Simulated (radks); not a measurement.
Results of a calculation; reference values are marked as such.
Mean orbital radii <r> (bohr) of neutral calcium, [Ar] 4s2, at several levels of relativity; Dirac values are averaged over j with weights 2j + 1. Spin-unpolarised spherical Kohn-Sham, LDA (Slater exchange, Perdew-Wang correlation), point nucleus unless stated (finite: rms radius 3.4776 fm), a radial shooting solver on a logarithmic mesh with Libxc functionals. A level marked "c x" has the speed of light scaled by that factor.

shell  non-rel.  scalar-rel., finite nucleus    Dirac  Dirac, finite nucleus  change of magnitude, last against first (%)
1s      0.07754                      0.07702  0.07701                0.07702                                        -0.68
2s       0.3680                       0.3655   0.3654                 0.3654                                        -0.71
2p       0.3292                       0.3284   0.3283                 0.3283                                        -0.27
3s        1.165                        1.158    1.158                  1.158                                        -0.55
3p        1.275                        1.274    1.274                  1.274                                        -0.09
4s        3.989                        3.973    3.973                  3.973                                        -0.39
